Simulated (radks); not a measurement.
The numbers below are computed, except where a source is named.
The mean radii <r> (bohr) of the occupied orbitals of an atom or ion are listed with their occupations. Level of theory: Dirac Kohn-Sham, PBE, spin-unpolarised, spherical densities, finite nucleus; Fermi nuclear charge, rms radius of each element as measured or else 0.836 A^(1/3) + 0.57 fm (a radial shooting solver on a logarithmic mesh with Libxc functionals).

orbital  occ.      <r>
1s1/2       2  0.01687
2s1/2       2  0.07047
2p1/2       2  0.05798
2p3/2       4  0.06653
3s1/2       2   0.1833
3p1/2       2   0.1736
3p3/2       4   0.1893
3d3/2       4   0.1648
3d5/2       6   0.1696
4s1/2       2   0.4070
4p1/2       2   0.4094
4p3/2       4   0.4434
4d3/2       4   0.4519
4d5/2       6   0.4631
5s1/2       2   0.9282
4f5/2       6   0.4952
4f7/2       8   0.5023
5p1/2       2    1.004
5p3/2       4    1.104
5d3/2       4    1.571
5d5/2       6    1.657
6s1/2       1    2.868

Name the element and its charge. Open shells, if any, are shared by 2j + 1.

Answer. Z = 79, gold, charge 0: Au in [Xe] 4f14 5d10 6s1. The 1s radius gives Z: for a bare nucleus <r> = (2 gamma + 1)/(2Z) with gamma = sqrt(1 - (Z/c)^2), 0.01667 bohr for Z = 79, and screening makes it slightly larger (0.01687 here). The occupations add up to 79, and the charge is Z minus that.
